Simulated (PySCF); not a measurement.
Start geometry of `[SiH3]O[SiH2]Cl` from GFN2-xTB (Å):
```
atom  x, y, z in Å
Si1   -1.5894    0.2156    0.0643
O2    -0.0701   -0.2696    0.0358
Si3    1.5186   -0.3804   -0.0553
Cl4    2.3525    1.4540   -0.2850
H5    -1.9413    0.6379   -1.3151
H6    -2.3622   -0.9244    0.5045
H7    -1.6779    1.3557    0.9989
H8     1.9939   -0.9265    1.2195
H9     1.8337   -1.1794   -1.2014
```

Problem. What comes out of this run: PySCF 2.14.0, PBE0-D3(BJ)/def2-SVP geometry optimisation, gas phase?

Solution. 
```
atom  x, y, z in Å
Si1   -1.5566    0.2270    0.0280
O2    -0.1109   -0.5989    0.1184
Si3    1.5195   -0.4509   -0.0100
Cl4    2.0153    1.5552   -0.1264
H5    -1.8037    0.6753   -1.3737
H6    -2.6321   -0.7097    0.4537
H7    -1.5297    1.4132    0.9317
H8     2.1668   -1.0171    1.1992
H9     1.9946   -1.1092   -1.2533
```

The energy falls by 22.8 kJ/mol over 11 energy and gradient evaluations, the largest force component goes from 0.0218 to 1.4e-04 Eh/bohr, and the atoms move by 0.234 Å rms after alignment. The bond that changes most is Si1–O2 (oxygen-bound silicon to siloxane oxygen), which lengthens by 0.072 Å. Bonds longer at the end by more than 0.005 Å: 8 of 8; shorter: 0. Among the angles that change most is Si1–O2–Si3, from 166.1° to 144.3°. Rotational constants go from 8163, 1585, 1371 to 6264, 1809, 1453 MHz. The orientation of the end geometry is arbitrary; only internal coordinates are fixed.

The run used 93 basis functions and 69 SCF cycles in all. Hardware: Arm Neoverse V1, one thread (shared host). Cost: 33 s wall, 0.38 GiB resident at most.

No PBE0-D3(BJ)/def2-SVP frequencies stand behind this structure, so it isn't proved a minimum. One conformer, not necessarily the lowest.
